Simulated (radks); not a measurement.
Results of a calculation; reference values are marked as such.
How relativity changes the ionisation of neutral potassium ([Ar] 4s1) to K+ ([Ar]). Spin-unpolarised spherical Kohn-Sham, LDA (Slater exchange, Perdew-Wang correlation), point nucleus unless stated (finite: rms radius 3.4349 fm), a radial shooting solver on a logarithmic mesh with Libxc functionals. A level marked "c x" has the speed of light scaled by that factor.

\begin{tabular}{lrrrrr}
level & E(K) (hartree) & E(K+) (hartree) & IE (eV) & HOMO & <r> HOMO (bohr) \\ \hline
non-rel. & -598.19387 & -598.03273 & 4.385 & 4s & 4.922 \\
scalar-rel. & -600.55869 & -600.39685 & 4.404 & 4s & 4.902 \\
scalar-rel., finite nucleus & -600.55782 & -600.39599 & 4.404 & 4s & 4.902 \\
Dirac & -600.56187 & -600.40004 & 4.404 & 4s1/2 & 4.902 \\
Dirac, finite nucleus & -600.56100 & -600.39917 & 4.404 & 4s1/2 & 4.902 \\
Dirac, c x 0.75 & -602.43487 & -602.27247 & 4.419 & 4s1/2 & 4.887 \\
Dirac, c x 3 & -598.45479 & -598.29358 & 4.387 & 4s1/2 & 4.920 \\
Dirac, c x 10 & -598.21733 & -598.05619 & 4.385 & 4s1/2 & 4.921 \\
\end{tabular}

NIST Atomic Spectra Database: 4.341 eV (measured). The relativistic part of the total energy of K is -2.367 hartree (Dirac, finite nucleus), 0.4 % of the non-relativistic value. Spin polarisation and multiplet splitting of open shells are left out at every level.

Beside tabulated values, note that spin-unpolarised runs miss the spin-polarisation part of the exchange energy of open shells.
